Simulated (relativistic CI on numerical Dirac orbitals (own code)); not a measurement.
# Fe⁴⁺ in a cubic cluster: 1s photoemission with charge transfer

Computed with a charge-transfer multiplet model of a cubic metal-ligand cluster with up to 2 ligand holes, Slater and spin-orbit integrals from Dirac-Coulomb-Breit ions, Slater integrals scaled by 0.8. The ground state mixes d4 with configurations of k ligand holes L, whose averages lie at kΔ + k(k − 1)U_dd/2; a core hole lowers each added d electron by U_cd. 20 K, Lorentzian 1.1 eV and Gaussian 0.6 eV FWHM.

Atomic integrals in eV (Slater integrals scaled, ζ unscaled), ground: F2dd 10.374, F4dd 6.521, zeta_d 0.064; with the core hole: F2dd 11.650, F4dd 7.350, zeta_d 0.091, G2cd 0.067.

Cluster parameters (eV): Δ = 1.9, U_cd = 9.2, 10Dq = 2, 10Dq(ligand) = 0.4, V(eg) = 2.95, V(t2g) = -1.45, final-state hopping factor = 0.9.

```csv
Case,n_d,d4,d5L,d6L2,S
U_dd = 5 eV,4.67,0.41,0.50,0.09,1.85
U_dd = 6.4 eV,4.64,0.43,0.50,0.07,1.88
U_dd = 7.1 eV,4.63,0.44,0.50,0.07,1.90
```

Weights, n_d and S are thermal averages at 20 K. Binding energies count from the first peak over 30 % of the highest in each spectrum, which can be another peak from case to case. The parameters are a model scan and need not match a compound or its usual spin state. Peaks in eV (height, largest 100):
- U_dd = 5 eV: 0.0 (100), 4.7 (6), 10.1 (16), 12.7 (12)
- U_dd = 6.4 eV: 0.0 (100), 4.9 (6), 10.4 (16), 12.9 (11)
- U_dd = 7.1 eV: 0.0 (100), 5.0 (6), 10.6 (16), 13.0 (10)

For the case U_dd = 7.1 eV, Δ = 1.9 eV is smaller than U_dd = 7.1 eV, the charge-transfer side of the Zaanen-Sawatzky-Allen scheme. With the core hole the average of the configuration with one ligand hole lies at Δ − U_cd = -7.3 eV before mixing: it lies below the unscreened one, so the lowest final states are mostly screened and the unscreened weight appears at higher binding energy as a satellite.

With at most 2 ligand holes the space is cut while the next configuration still counts, so covalency is underestimated, and a final configuration with one more ligand hole, which can lie low, is missing from the spectra.
